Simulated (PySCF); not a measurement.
Structure problem from calculated spectra and properties.

Formula: C5H7FO2Si.

- UV, strongest line: among the 8 lowest singlet transitions: S4 at 6.23 eV (199 nm, f = 0.229) [TDDFT wB97X-D/def2-SVPD]
- 13C NMR: chemical shifts (computed TMS as zero) by class: 208.6 (1 C), 185.4 (1 C), 89.4 (1 C), 55.3 (1 C), 23.4 (1 C) ppm [GIAO PBE0/pcSseg-1]
- NMR, other nuclei: isotropic shieldings of nuclei other than C and H, by class: -297 (1 O), -83 (1 O), 406 (1 F), 417 (1 Si) ppm [GIAO PBE0/pcSseg-1]
- Rotational structure: rotational constants A, B, C: 1.429, 1.264, 0.853 GHz [GFN2-xTB]
- Polarisability: 92.5 au [wB97X-D/def2-SVPD]
- Dipole: 1.08 D [wB97X-D/def2-SVPD]
- UV, first state: lowest singlet excitation: 3.75 eV (331 nm, f = 0.001) [TDDFT wB97X-D/def2-SVPD]
- 1H NMR: chemical shifts (computed TMS as zero) by class: 9.96 (1 H), 5.09 (1 H), 4.99 (1 H), 3.96 (3 H), 2.20 (1 H) ppm [GIAO PBE0/pcSseg-1]
- Triplet: lowest triplet excitation (Tamm–Dancoff): 3.47 eV [TDA wB97X-D/def2-SVPD]

The electronic properties come from PySCF, for the isolated species, density fitting. Levels stand in brackets. One conformer (not necessarily the lowest) at the GFN2-xTB geometry, without solvent, vibrations or thermal averaging. NMR values are class means; diastereotopic atoms form classes of their own.

**Question.** Give a SMILES that accounts for the data.

**Answer.** Numbering: `[O:1]=[C:2]=[C:3]([CH:4]=[O:5])[C@H:6]([SiH3:7])[CH2:8][F:9]`. Its formula, C5H7FO2Si, gives 3 degrees of unsaturation: 0 rings and 3 π bonds in the structure found. 5 carbons fall into 5 classes; from least to most shielded: central carbon of a ketene [C2] (208.6 ppm), aldehyde carbon [C4] (185.4 ppm), sp3 C–F carbon [C8] (89.4 ppm), outer carbon of cumulated double bonds [C3] (55.3 ppm), sp3 carbon bound to silicon [C6] (23.4 ppm). Hydrogen classes from least to most shielded: 1 H on an aldehyde carbon, C4 (9.96 ppm), 1 H on an sp3 C–F carbon, C8 (5.09 ppm), 1 H on an sp3 C–F carbon, C8 (4.99 ppm), 3 H on an SiH3 silicon, Si7 (3.96 ppm), 1 H on an sp3 carbon bound to silicon, C6 (2.20 ppm). The other shieldings belong to: -297 ppm, aldehyde oxygen [O5]; -83 ppm, oxygen bonded to C [O1]; 406 ppm, alkyl fluorine [F9]; 417 ppm, SiH3 silicon [Si7]. The optimised geometry has point group C1 and is an asymmetric top. Structure: `O=C=C(C=O)[C@H]([SiH3])CF`. Computed isomers that give other values at the same levels: `COC1=C[Si@@H](O)C=C1F` (13C chemical shifts (computed TMS as zero) by class: 177.2 (1 C), 173.3 (1 C), 103.8 (1 C), 91.0 (1 C), 56.8 (1 C) ppm); `O=C1OCC=C1C[SiH2]F` (13C chemical shifts (computed TMS as zero) by class: 178.2 (1 C), 150.3 (1 C), 138.3 (1 C), 73.4 (1 C), 19.7 (1 C) ppm); `O=C1CC([SiH2]F)=CCO1` (13C chemical shifts (computed TMS as zero) by class: 172.3 (1 C), 148.4 (1 C), 147.3 (1 C), 68.8 (1 C), 39.4 (1 C) ppm). The assignments are read from this structure; whether some other isomer fits the data as well wasn't checked. The mirror image fits equally.

Shape of the structure used: `[O:1]=[C:2]=[C:3]([CH:4]=[O:5])[C@H:6]([SiH3:7])[CH2:8][F:9]`: C2–C3–C4–O5 -179°, C2–C3–C6–Si7 89°, C3–C6–C8–F9 65°.
